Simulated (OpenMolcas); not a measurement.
# Mn6+, Tc6+, Re6+: d down the group

```yaml
Program: OpenMolcas 26.06
Method: CASSCF
Basis: ANO-RCC-VTZP
Scalar_Hamiltonian: DKH2, point nucleus
Spin-orbit_coupling: RASSI with atomic mean-field integrals over the reference wave functions, term energies averaged over their components
```

Active space for each ion: 1 electron in 5 orbitals (d).

Computed levels in cm-1 above ²D_3/2:

| Level | Mn6+ | Tc6+ | Re6+ |
| --- | --- | --- | --- |
| ²D_5/2 | 1329 | 3291 | 11160 |
| weight of ²D in the lowest level (%) | 100 | 100 | 100 |

Measured, with the error of the calculation in %. Measured levels: Mn6+ from Corliss and Sugar, J. Phys. Chem. Ref. Data 6, 1253 (1977).

| Level | Mn6+ |
| --- | --- |
| ²D_5/2 | 1350 (-1.6) |

The fine-structure level ²D_5/2 changes by a factor of 8.4 from Mn6+ to Re6+.

With one active electron the reference holds no correlation, so core polarisation is missing. Computed and measured levels are paired by configuration, term and J; levels that our copy of the source lacks, or whose pairing is in doubt (as where it misses far off the trend of its configuration), stay unpaired and out of the deviations. Levels of configurations outside the active space are missing.
